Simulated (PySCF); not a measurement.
Method: PBE0/[Ga def2-TZVP, Br def2-TZVP], no relativity, density fitting, PySCF.

```xyz
3
charge 1 multiplicity 1, angstrom
Ga    0.0000    0.0000    0.0000
Br    0.0000    0.0000    2.1675
Br    0.0000    0.0000   -2.1675
```

GaBr₂⁺ (singlet), along the line from Ga1 (at 0) through Br2 (at 2.168 Å).

Task: Tabulate the fields along this line at -0.65, -0.43, -0.22, 0.11, 0.33, 0.54, 0.76, 0.98, 1.19, 1.41, 1.63, 1.84, 2.06, 2.38, 2.60, 2.82, 3.03, 3.25, 3.47 Å.

Result: 
```csv
distance (Å),electron density (e/Å³),electron localisation function,electrostatic potential (V)
-0.65,2.03,0.223,47.1
-0.43,14,0.701,120
-0.22,73.5,0.402,608
0.11,482,0.743,2040
0.33,37,0.772,244
0.54,5,0.459,70.7
0.76,1.09,0.148,34.2
0.98,0.746,0.442,23
1.19,0.909,0.71,24.3
1.41,1.29,0.402,41
1.63,3.4,0.172,89.7
1.84,38.6,0.76,272
2.06,489,0.554,2250
2.38,109,0.65,653
2.60,10.5,0.47,144
2.82,1.75,0.218,57.3
3.03,0.799,0.67,27.1
3.25,0.356,0.719,14.9
3.47,0.146,0.625,9.67
```

On a grid of 0.11 Å the density has a local minimum along the bond near 0.98 Å from Ga, at 0.75 e/Å³, where the ELF is 0.44.
